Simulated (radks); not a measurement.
Results of a calculation; reference values are marked as such.
Lu4+, 67 electrons, occupied as [Xe] 4f13 (the NIST ground configuration). Code: a radial shooting solver on a logarithmic mesh with Libxc functionals. Model: scalar-relativistic Kohn-Sham, r2SCAN, spin-polarised, spherical densities, finite nucleus; open shells are filled with parallel spins first (spin-orbit coupling, left out, can overturn this in heavy ions); meta-GGA in the generalised Kohn-Sham scheme; Fermi nuclear charge, rms radius 5.37 fm. Some entries of the table are withheld. Estimate them.

orbital,occ.,eigenvalue (hartree),<r^2> (bohr^2)
1s up,1,-2328.491,0.0005123
1s down,1,-2328.490,0.0005123
2s up,1,-398.7744,0.007919
2s down,1,-398.7742,0.007918
2p up,3,-350.9403,0.006497
2p down,3,-350.9401,0.006497
3s up,1,-92.14679,0.05157
3s down,1,-92.12202,0.05156
3p up,3,-77.72180,0.05219
3p down,3,-77.69697,0.05217
3d up,5,-60.37462,0.04347
3d down,5,-60.35568,0.04345
4s up,1,-20.00669,0.2575
4s down,1,-19.95837,0.2575
4p up,3,-15.24586,0.2923
4p down,3,-15.19832,0.2924
4d up,5,-9.00380,0.3454
4d down,5,-8.95672,0.3458
5s up,1,-3.95503,1.468
5s down,1,-3.93581,1.477
5p up,3,-2.78788,1.954
5p down,3,-2.77502,1.965
4f up,7,-2.13929,(1)
4f down,6,-2.09585,(2)
5d up,0,(3),3.659
5d down,0,(4),3.682
6s up,0,-1.21189,7.833
6s down,0,-1.20710,7.876

Answer. 
(1) 4f up <r^2> (bohr^2): 0.5875
(2) 4f down <r^2> (bohr^2): 0.5957
(3) 5d up eigenvalue (hartree): -1.39732
(4) 5d down eigenvalue (hartree): -1.39097
